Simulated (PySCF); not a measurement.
**Electronic absorption of CH11NSi3**

Species: CH11NSi3.
InChI=1S/CH11NSi3/c3-1(4)2-5/h1-2H,3-5H3

Theory: PySCF, TDDFT CAM-B3LYP/def2-SVPD, vertical, gas phase, core orbitals frozen in the response. Geometry: GFN2-xTB, one conformer, isolated molecule. Torsions of this conformer, `[SiH3:1][NH:2][CH:3]([SiH3:4])[SiH3:5]`: Si1–N2–C3–Si4 43°.

Problem. Predict the UV-vis stick spectrum at this level.

Solution. 

| state | E (eV) | E (kJ/mol) | λ (nm) | f | \|μ\| (D) | main configurations (H = HOMO, L = LUMO) |
| --- | --- | --- | --- | --- | --- | --- |
| S1 | 5.39 | 520 | 230.2 | 0.0012 | 0.24 | H→L (91%) |
| S2 | 6.39 | 616 | 194.2 | 0.0048 | 0.45 | H→L+2 (63%), H→L+3 (15%) |
| S3 | 6.51 | 628 | 190.3 | 0.0069 | 0.53 | H→L+1 (58%), H→L+5 (24%) |
| S4 | 6.78 | 654 | 182.8 | 0.013 | 0.72 | H→L+5 (53%), H→L+1 (15%), H→L+4 (13%) |
| S5 | 6.83 | 659 | 181.5 | 0.084 | 1.80 | H→L+3 (37%), H→L+6 (26%), H→L+2 (21%) |
| S6 | 7.08 | 683 | 175.1 | 0.026 | 0.99 | H→L+4 (39%), H→L+7 (27%), H→L+6 (10%) |
| S7 | 7.19 | 694 | 172.5 | 0.0097 | 0.60 | H→L+8 (33%), H→L+6 (28%), H→L+4 (11%) |
| S8 | 7.27 | 702 | 170.5 | 0.064 | 1.53 | H→L+8 (49%), H→L+3 (17%), H→L+6 (13%) |

Triplets, Tamm–Dancoff:

```json
{"state": "T1", "E (eV)": "5.12", "λ (nm)": "242.2", "main configurations (H = HOMO, L = LUMO)": "H→L (86%)"}
{"state": "T2", "E (eV)": "6.13", "λ (nm)": "202.2", "main configurations (H = HOMO, L = LUMO)": "H→L+2 (68%)"}
{"state": "T3", "E (eV)": "6.36", "λ (nm)": "194.8", "main configurations (H = HOMO, L = LUMO)": "H→L+1 (42%), H→L+5 (31%), H→L+3 (9%)"}
```

The lowest singlet lies at 5.39 eV (230 nm, ultraviolet) and is very weak; its leading configuration is HOMO→LUMO (91%). The strongest level in the table is S5 at 6.83 eV (182 nm, f = 0.084). Löwdin shares by element: HOMO nitrogen 47%, silicon 18% or more, carbon 16% (atoms not listed hold the other 19%); LUMO silicon 39%, hydrogen 9% or more (atoms not listed hold the other 52%). The oscillator strengths of these states sum to 0.210; summed over the whole spectrum of an exact calculation they would give the number of electrons, 66 (Thomas–Reiche–Kuhn). Of the 8 states listed, 4 reach f = 0.01 and none stays under 0.0005. The listed states span 1.89 eV, and the widest gap between neighbours is 1.00 eV (S1 to S2). Singlets were solved by full linear response, triplets in the Tamm–Dancoff approximation.

Without π bonds the low states are Rydberg-like; a valence basis with one diffuse set may place them up to an eV too high.
